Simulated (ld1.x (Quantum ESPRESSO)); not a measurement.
## Before and after: PAW potential for vanadium

```
Element                 : V (Z = 23)
Generator               : ld1.x (Quantum ESPRESSO) 7.5
Type                    : PAW
Functional              : revPBE
Relativity              : scalar-relativistic
Frozen core             : [Ne] 3s2
Valence charge          : 11
Reference configuration : 3p6 3d3 4s0.5 4p0 (charge +1.5)
Partial waves           : 4s (bound): rcut 2.10, rcutus 2.70 bohr; 4s channel at 3.65 Ry: rcut 2.10, rcutus 2.70 bohr; 3p (bound): rcut 1.35, rcutus 1.40 bohr; 4p (bound, empty): rcut 1.35, rcutus 1.40 bohr; 3d (bound): rcut 0.95, rcutus 1.30 bohr; 3d channel at -0.2 Ry: rcut 0.95, rcutus 1.30 bohr
Local potential         : all-electron potential smoothed inside 1.15 bohr (lloc = -2)
Core correction         : Bessel-smoothed model core inside 0.70 bohr
Augmentation charge     : PSQ, inside the norm-conserving radii
```

Change: all radii but the core radius scaled by about 0.87 (s 2.36, p 1.22, d 1.14 bohr, rcut 1.84/1.18/0.84); local potential all-electron potential smoothed inside 1.00 bohr (lloc = -2).

Cutoffs: the cutoffs (Ry, on a coarse ladder) from which the occupation-weighted sum of valence levels, in a spherical-Bessel basis at the reference potential, stays within 10 and 1 mRy of its value at 400 Ry; they do not see the model core or the augmentation charge, which bear on the density cutoff. Errors are all-electron minus pseudo energies relative to the spin-unpolarised reference configuration.

Task: What does the change do?

Result: The potential gets harder (60 Ry and 100 Ry → 80 Ry and 140 Ry); both files keep a bound ghost (s); the number of tests with a reliable result goes from 7 to 0 (the test run of the changed file stopped, so its transferability is not established). A smaller radius makes the pseudo-wave follow the all-electron one further in, where it bends more sharply, so more plane waves are needed.

```csv
quantity,base,changed
"cutoff, loose",60 Ry,80 Ry
"cutoff, tight",100 Ry,140 Ry
loose cutoff by channel (10 mRy a level),"s 6 Ry, p 35 Ry, d 50 Ry","s 6 Ry, p 45 Ry, d 70 Ry"
bound ghosts,s,s
tests with a reliable result,7 of 7,0 of 7 (the test run stopped)
lowest overlap eigenvalue by channel,"s 0.37, p 0.34, d 0.95","s 0.75, p 0.83, d 0.96"
```

 A true bound ghost makes a file unfit for plane-wave use even where its test errors are small: the radial tests pick states by their node count and pass the ghost by.
